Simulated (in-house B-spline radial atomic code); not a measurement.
The numbers below are computed, except where a source is named.
Correlation energy from the adiabatic connection: −Z/r, Z = 6, wall at 1 bohr

Two electrons in a singlet, external potential −Z/r, Z = 6, wall at 1 bohr (atomic units). Full CI in B-splines (partial waves to l = 8, correlation up to 0.6 % small) with the density held fixed gives W(λ) = <V_ee>_λ − U, and E_c is the integral of W(λ) − W(0) from 0 to 1.

```json
{"λ": "0", "W(λ) − W(0) (hartree)": "0.00000"}
{"λ": "0.02", "W(λ) − W(0) (hartree)": "-0.00186"}
{"λ": "0.05", "W(λ) − W(0) (hartree)": "-0.00465"}
{"λ": "0.12", "W(λ) − W(0) (hartree)": "-0.01110"}
{"λ": "0.25", "W(λ) − W(0) (hartree)": "-0.02294"}
{"λ": "0.4", "W(λ) − W(0) (hartree)": "-0.03635"}
{"λ": "0.6", "W(λ) − W(0) (hartree)": "-0.05385"}
{"λ": "0.8", "W(λ) − W(0) (hartree)": "-0.07092"}
{"λ": "1", "W(λ) − W(0) (hartree)": "-0.08758"}
```

**Question.** Integrate the table by the trapezoid rule.

**Answer.** The strips give -0.00002, -0.00010, -0.00055, -0.00221, -0.00445, -0.00902, -0.01248, -0.01585, which sum to -0.04467 hartree. The direct value, W(1) − W(0) + T_c with T_c = 0.04288, is -0.04470; the curve is convex, so chords lie above it and the trapezoids fall short in size by 0.06 %.

**Question.** Now use only three numbers: W(0) = -3.5817, the initial slope W'(0) = -0.09321 (extrapolated from the first points) and the strong-coupling limit of the point-charge-plus-continuum model, W∞ = -4.9867. What do second-order theory and the interpolation W(λ) = W∞ + (W(0) − W∞)/√(1 + 2χλ) of Seidl, Perdew and Levy give?

**Answer.** Second order keeps the slope alone: E_c = W'(0)/2 = -0.04661, +4 % in size against -0.04470. Matching the slope fixes χ = W'(0)/(W∞ − W(0)) = -0.09321/(-1.40500) = 0.06634. Integrating, with s = √(1 + 2χ) = 1.064276, E_c = −(W(0) − W∞)(s − 1)/(s + 1) = −1.40500 × 0.064276/2.064276 = -0.04375 hartree, -2.1 % in size against the full result. At λ = 1 the formula gives W − W(0) = -0.08485 against -0.08758. Part of the miss can come from the model's W∞.
